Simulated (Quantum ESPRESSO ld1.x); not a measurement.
Question: Br V, configuration [Ar] 3d10 4s2 4p1 (the NIST ground configuration). All-electron calculation, Dirac Kohn-Sham, relativistic LDA (MacDonald-Vosko exchange, VWN5 correlation), spin-unpolarised, spherical densities, point nucleus; open shells are shared between the two j in proportion to 2j + 1. Program: ld1.x of Quantum ESPRESSO 7.5.

Spin-orbit splittings of the eigenvalues, e(l+1/2) - e(l-1/2), with zeta = 2 splitting/(2l+1) and mean radii in bohr:

shell  occ.  splitting (eV)  zeta (eV)  <r> j=l-1/2  <r> j=l+1/2
2p        6           47.18      31.45       0.1630       0.1669
3p        6           6.834      4.556       0.5570       0.5675
3d       10           1.097     0.4388       0.5833       0.5873
4p        1               ?          ?        1.670        1.693

Estimate the 4p splitting.

Answer: 0.8357 eV (zeta = 0.5571 eV).
